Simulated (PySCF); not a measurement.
**Unknown: peak-picked proton spectrum**

Formula C₅H₄F₆O₂. The spectrum was simulated from the full spin Hamiltonian at 500 MHz with 1.2 Hz Lorentzian lines, from shifts rounded to 0.01 ppm and J to 0.1 Hz, couplings under 1 Hz left out.

Maxima in Hz from TMS (height), grouped by integral:
3H: 1885.0 (100)
1H: 1824.6 (3), 1817.3 (8), 1810.0 (11), 1802.7 (8), 1795.4 (3)

13C{1H} NMR (computed): δ 173.6 (C, sept, J = 2.1 Hz), 133.0 (C, m), 61.9 (CH, sept, J = 31.4 Hz), 55.6 (CH3).

Theoretical values (PySCF 2.14.0 with density-fitted response routines): couplings computed with B3LYP/pcJ-1 (spin–dipole term only in couplings to heteroatoms), geometry: PBE0-D3(BJ)/def2-SVP, shieldings: GIAO CAM-B3LYP/pcSseg-2. One computed conformer, non-relativistic Hamiltonian, equivalent nuclei averaged, isolated molecule.

Chemical shifts δ = σref − σ; 1H and 13C against TMS, all at this level.

Problem. Analyse the multiplets.

Solution. 1H NMR (500 MHz, computed): δ 3.77 (s, 3H), 3.62 (sept, J = 7.3 Hz, 1H). These are first-order names from the parameters used; overlap and second-order distortion can hide them in the list.

Problem. What is the compound?

Solution. `COC(=O)C(C(F)(F)F)C(F)(F)F`.

Atoms are numbered as in `[CH3:1][O:2][C:3](=[O:4])[CH:5]([C:6]([F:7])([F:8])[F:9])[C:10]([F:11])([F:12])[F:13]`. Each H is labelled by its parent atom.

δ 3.77: H(C1), hydrogen on a methyl carbon bonded to O. δ 3.62: H(C5), hydrogen on an sp3 CH α to a carbonyl, coupled to F7/F8/F9/F11/F12/F13 (7.3 Hz).

The shifts were computed for this structure.

C–F couplings over four or more bonds (about 3 Hz to the para carbon of a fluoroarene) are left out. Common functionals overestimate the size of one-bond C–F couplings by tens of Hz; these are unscaled. Multiplet labels drop couplings under 1 Hz and merge nearly equal ones. Shifts are as computed, not scaled to solution data. Of 1313 compounds with measured shifts, 239 miss one by over three times the rms of a fit or turn the order of signals round; such compounds aren't used in these exercises.
